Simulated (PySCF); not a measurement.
Molfile (atoms numbered from 1):
```
C4H9NOSi
     RDKit          3D

 16 15  0  0  0  0  0  0  0  0999 V2000
   -1.2070    1.5563    0.1695 C   0  0  0  0  0  0  0  0  0  0  0  0
   -1.1234    0.2364    0.0653 C   0  0  0  0  0  0  0  0  0  0  0  0
   -2.3536   -0.6151    0.1324 C   0  0  0  0  0  0  0  0  0  0  0  0
    0.4693   -0.7401   -0.2177 Si  0  0  0  0  0  4  0  0  0  0  0  0
    1.7959    0.3797    0.0602 N   0  0  0  0  0  0  0  0  0  0  0  0
    3.0147   -0.1328   -0.1468 C   0  0  0  0  0  0  0  0  0  0  0  0
    3.1751   -1.2739   -0.5044 O   0  0  0  0  0  0  0  0  0  0  0  0
   -0.3442    2.1994    0.1143 H   0  0  0  0  0  0  0  0  0  0  0  0
   -2.1514    2.0607    0.3134 H   0  0  0  0  0  0  0  0  0  0  0  0
   -2.2891   -1.2972    0.9782 H   0  0  0  0  0  0  0  0  0  0  0  0
   -3.2547   -0.0139    0.2337 H   0  0  0  0  0  0  0  0  0  0  0  0
   -2.4333   -1.2218   -0.7674 H   0  0  0  0  0  0  0  0  0  0  0  0
    0.5371   -1.2014   -1.6031 H   0  0  0  0  0  0  0  0  0  0  0  0
    0.5908   -1.8208    0.7598 H   0  0  0  0  0  0  0  0  0  0  0  0
    1.7099    1.3329    0.3699 H   0  0  0  0  0  0  0  0  0  0  0  0
    3.8563    0.5604    0.0314 H   0  0  0  0  0  0  0  0  0  0  0  0
  1  2  2  0
  2  3  1  0
  2  4  1  0
  4  5  1  0
  5  6  1  0
  6  7  2  0
  1  8  1  0
  1  9  1  0
  3 10  1  0
  3 11  1  0
  3 12  1  0
  4 13  1  0
  4 14  1  0
  5 15  1  0
  6 16  1  0
M  END
```

Computational details: NMR shieldings at PBE0/pcSseg-1/GIAO, geometry from GFN2-xTB, in PySCF (one averaged value for each set of equivalent atoms, non-relativistic, in vacuum, a single conformation).

References, each an isolated molecule treated in the same way: TMS for 13C (σref 186.93) and 1H (σref 31.72) and 29Si (σref 349.16); 15N (σref 267.73) vs NH3; H2O for 17O (σref 336.08).

| atoms | nucleus | count | Hirshfeld charge | δ (ppm) |
| --- | --- | --- | --- | --- |
| H16 | 1H | 1 | 0.05 | 8.49 |
| Si4 | 29Si | 1 | 0.37 | ? |
| H13/H14 | 1H | 2 | -0.07 | 5.09 |
| H10/H11/H12 | 1H | 3 | 0.05 | 2.04 |
| N5 | 15N | 1 | -0.20 | 120.5 |
| H9 | 1H | 1 | 0.05 | ? |
| H8 | 1H | 1 | 0.04 | 5.43 |
| C3 | 13C | 1 | -0.12 | 26.8 |
| C2 | 13C | 1 | -0.08 | ? |
| C6 | 13C | 1 | 0.14 | ? |
| O7 | 17O | 1 | -0.27 | 452.8 |
| H15 | 1H | 1 | 0.13 | 4.56 |
| C1 | 13C | 1 | -0.10 | 130.8 |

Question: Fill in the missing shifts.

Answer: 
- C6: 167.9 ppm, amide carbonyl carbon; lone-pair donation from the attached heteroatom keeps it upfield of a ketone carbonyl
- C2: 150.4 ppm, fully substituted alkene carbon; an sp2 carbon of a C=C bond
- H9: 6.10 ppm, hydrogen on a terminal =CH2 carbon; a vinylic proton, deshielded by the sp2 carbon and the C=C anisotropy
- Si4: -48.8 ppm, silicon bonded to C, N, 2 H

Exchangeable OH/NH protons stand at their gas-phase positions; hydrogen bonding in a real sample shifts them, mostly to higher δ. Shifts are as computed. Against solution values, carbons near 30 ppm lie about +3 ppm off and those near 130 ppm about +5 ppm. Of 1309 compounds with measured shifts, 239 miss one by over three times the rms of a fit or turn the order of signals round; such compounds aren't used in these exercises. Hydrogen bonding in solution shields acid and N–H amide carbonyl oxygens by tens of ppm. Hydrogen bonding in solution deshields acid and N–H amide carbonyl carbons by as much as 10 ppm beyond these values. Unscaled 17O shifts of doubly bonded oxygen tend to come out too high, by tens of ppm or more. Experimental scales use liquid or dissolved standards, which lie at an offset from isolated NH3 (liquid NH3: subtract about 20 ppm) and H2O (liquid H2O: subtract about 36 ppm).
